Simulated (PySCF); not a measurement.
# Dipole response of Se⁺ (selenium, charge +1)

[Ar] 3d10 4s2 4p3, high-spin 4S determinant. Computed with PySCF 2.14 in def2-QZVPPD (12s8p5d4f1g, 98 functions), with no relativity, point nucleus. Coupled (time-dependent) response in atomic units; α is the mean over directions.

```json
{"method": "UHF", "mean α (bohr³)": "14.39", "C₆ (like pair)": "89.54", "S(−4)": "50.42"}
{"method": "PBE", "mean α (bohr³)": "14.50", "C₆ (like pair)": "90.19", "S(−4)": "51.61"}
{"method": "PBE0", "mean α (bohr³)": "14.31", "C₆ (like pair)": "88.82", "S(−4)": "49.39"}
{"method": "M06-L", "mean α (bohr³)": "13.96", "C₆ (like pair)": "88.13", "S(−4)": "43.94"}
```

S(−4) is the Cauchy moment in α(ω) = α(0) + S(−4) ω² + …

α(iu) at UHF:

| u (hartree) | α(iu) (bohr³) |
| --- | --- |
| 0 | 14.39 |
| 0.0500 | 14.27 |
| 0.100 | 13.91 |
| 0.200 | 12.66 |
| 0.300 | 11.07 |
| 0.500 | 8.016 |
| 0.750 | 5.341 |
| 1.00 | 3.724 |
| 1.50 | 2.099 |
| 2.00 | 1.373 |
| 3.00 | 0.7609 |
| 5.00 | 0.3718 |

A single London oscillator, α(iu) = α/(1 + u²/ω²), gives C₆ = (3/4) ω α². Matching the computed C₆ needs ω = 4 × 89.54 / (3 × 14.39²) = 0.577 hartree.

For an ion, C₆ is the dispersion term alone; charge-induced terms of lower order in 1/R come first.
